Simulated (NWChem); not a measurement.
System: YSiH$_{3}$OF$_{2}$; SMILES [F][Y]([F])[O][SiH3]

Computed with NWChem. No frequency run checked for a minimum. def2 effective core potentials on Y; no spin-orbit coupling. Each level has its own optimisation. One conformer.

| level | r F–Y (Å) | r O–Y (Å) | r Si–Y (Å) | r O–Si (Å) | dipole (D) |
|---|---|---|---|---|---|
| Hartree-Fock/3-21G (all-electron, non-relativistic) | 1.960 | 2.008 | 3.665 | 1.657 | 0.67 |
| Hartree-Fock/STO-3G (all-electron, non-relativistic) | 1.699 | 1.808 | 3.432 | 1.624 | 0.22 |
| PBE0/def2-SVP (core potentials) | 1.998 | 2.047 | 3.699 | 1.652 | 0.54 |
